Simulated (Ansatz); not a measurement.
Consider the redistribution: `C[SeH]` + `[F][Al]([SiH3])[Cl]` → `C[Se][Al]([F])[Cl]` + SiH₄.

Gas-phase electronic energies from Ansatz, PBE0-D4/def2-TZVP geometries. CBS: MP2 limit from def2 TZ/QZ plus the TZ coupled-cluster correction, frozen cores. This one scheme is used for every species. Functionals use def2-TZVPP. For Se outer-core shells are correlated without core-valence functions, which leaves a few kJ/mol of doubt a bond. Scalar relativity is left out up to krypton. One conformer a species, not always the lowest.

| species | ωB97M-V energy (Eh) |
| --- | --- |
| `C[SeH]` | -2441.90763 |
| `[F][Al]([SiH3])[Cl]` | -1093.89922 |
| `C[Se][Al]([F])[Cl]` | -3244.00071 |
| SiH₄ | -291.84636 |

Question: Work out ΔE.

Answer: ΔE = (-3244.00071) + (-291.84636) − (-2441.90763) − (-1093.89922) = -0.04022 Eh = -105.6 kJ/mol. CCSD(T)/CBS gives -106.1 kJ/mol.

Largest T1 diagnostic among the species: 0.012.

From BLYP to BHLYP (50 % exact exchange), in def2-TZVPP and without D4, ΔE moves by −11.1 kJ/mol. At CCSD(T), def2-SVP lies +3.2 kJ/mol from the extrapolated value and def2-TZVPP +3.1 kJ/mol.
